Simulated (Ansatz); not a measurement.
Reaction (cleavage of the B–B bond): `BBBr` + `N=CF` → `BN=CF` + `BBr`

Isolated molecules relaxed with PBE0-D4/def2-TZVP in Ansatz; ΔE leaves out vibrations. CCSD(T)/CBS adds triple-zeta CCSD(T) − MP2 to the extrapolated MP2 energy (def2 sets, frozen cores). This one scheme is used for every species. Functionals use def2-TZVPP. B3LYP here is the variant with VWN-RPA as its local correlation; programs differ in this. HSE06 is defined as in plane-wave codes. For Br outer-core shells are correlated without core-valence functions, which leaves a few kJ/mol of doubt a bond. Scalar relativity is left out up to krypton. One conformer a species, not always the lowest.

| level | ΔE (kJ/mol) |
| --- | --- |
| B3LYP-D4 | -126.1 |
| r2SCANh | -121.4 |
| r2SCAN0 | -120.3 |
| HSE06 | -119.7 |
| CCSD/def2-TZVPP | -114.4 |
| CCSD(T)/def2-TZVPP | -116.6 |
| HF/CBS(def2) | -112.5 |
| MP2/CBS(def2) | -122.5 |

**Question.** What does CCSD(T)/CBS give? (Estimate.)

**Answer.** The calculation gave: -115.6 kJ/mol. The listed levels differ from it by -10.5, -5.8, -4.7, -4.1, 1.2, -1.0, 3.1, -6.9 kJ/mol.

Largest T1 diagnostic among the species: 0.015.

From PBE to PBE0 (25 % exact exchange), in def2-TZVPP and without D4, ΔE moves by +4.2 kJ/mol. In def2-TZVPP, CCSD(T) changes the Hartree–Fock value by −4.0 kJ/mol (the triples alone add −2.2 kJ/mol) and MP2 by −10.9 kJ/mol. At CCSD(T), def2-SVP lies −17.6 kJ/mol from the extrapolated value and def2-TZVPP −1.0 kJ/mol.
